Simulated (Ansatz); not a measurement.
`[CH3][GeH]([F])[Cl]` → `[CH3][Ge][Cl]` + H–F at 600 K and 1 bar (germylene formation by 1,1-elimination).

Calculated with Ansatz (gas phase, PBE0-D4/def2-TZVP geometries, no zero-point term in ΔE). CCSD(T)/CBS is the MP2 limit (def2-TZVPP, def2-QZVPP) plus CCSD(T) − MP2 in def2-TZVPP, frozen cores. This one scheme is used for every species. For Ge outer-core shells are correlated without core-valence functions, which leaves a few kJ/mol of doubt a bond. Scalar relativity is left out up to krypton.

```csv
species,CCSD(T)/CBS energy (Eh),H − E (kJ/mol),S (J/(mol·K))
`[CH3][GeH]([F])[Cl]`,-2676.23424,179.3,411.4
`[CH3][Ge][Cl]`,-2575.77362,135.1,365.9
H–F,-100.39570,42.3,194.0
```

H − E and S are ideal-gas, rigid-rotor, harmonic terms from PBE0-D4/def2-TZVP, for one conformer and one mirror image of each species. 1 Eh = 2625.50 kJ/mol, R = 8.31446 J/(mol·K).

Q: By hand: ΔE, ΔH, ΔS and ΔG.

A: ΔE = (-2575.77362) + (-100.39570) − (-2676.23424) = 0.06492 Eh = 170.4 kJ/mol. Δ(H − E) = 135.1 + 42.3 − 179.3 = -1.9, so ΔH = 168.5 kJ/mol. ΔS = 365.9 + 194.0 − 411.4 = 148.5 J/(mol·K). ΔG = 168.5 − 600 × (148.5)/1000 = 79.4 kJ/mol.

Q: By hand: the equilibrium constant, and the temperature at which ΔG would vanish if ΔH and ΔS stayed fixed.

A: log₁₀ K = −ΔG/(RT ln 10) = -6.9. ΔG = 0 at ΔH/ΔS = 1135 K.

The number of gas molecules changes by +1, which sets the sign of ΔS. A doubt of 5 kJ/mol in ΔE shifts log₁₀ K by 0.4 here. Other conformers and mirror images would add mixing entropy, several J/(mol·K) or more a flexible species. These are equilibria of isolated gas molecules and say nothing of rates. Largest T1 diagnostic: 0.012 (customary marks: 0.02 for closed shells, 0.045 for open ones).
